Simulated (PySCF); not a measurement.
## ClRuN + H₂O → RuN(OH) + HCl

Level: PBE0 in the def2-TZVP basis family, computed in PySCF with density fitting; scalar-relativistic core potentials for atoms from Rb on, none lighter, no spin–orbit coupling; open shells unrestricted.

| species | state and structure | ZPE (kJ/mol) | H(298 K) − H(0) (kJ/mol) | S° (J/(mol K)) |
| --- | --- | --- | --- | --- |
| ClRuN | singlet, Cs, Ru–Cl 2.277 Å, Ru–N 1.543 Å; Cl–Ru–N 139.9° | 10.6 | 12.6 | 289.9 |
| H₂O | singlet, C2v, O–H 0.960 Å (×2); H–O–H 105.1° | 56.5 | 9.9 | 188.7 |
| RuN(OH) | singlet, Cs, O–H 0.955 Å, Ru–N 1.553 Å, Ru–O 1.914 Å; H–O–Ru 138.3°, N–Ru–O 154.9° | 41.8 | 13.3 | 281.3 |
| HCl | singlet, C∞v, H–Cl 1.279 Å | 17.9 | 8.7 | 186.6 |

**Question.** Is the gas-phase reaction uphill or downhill in electronic energy at this level, and by how much?

**Answer.** At PBE0/def2-TZVP, ΔE = 81.3 kJ/mol, uphill. 

**Question.** Add zero-point, thermal and entropy terms for 298.15 K and 1 bar.

**Answer.** ΔZPE = -7.4 and Δ[H(298) − H(0)] = -0.5 kJ/mol give ΔH° = 73.4 kJ/mol. ΔS° = -10.7 J/(mol K), so ΔG° = 73.4 − 298.15 × (-0.0107) = 77 kJ/mol and log₁₀K = -13.4.

The structures come from searches over a few start shapes, so lower isomers are not excluded.
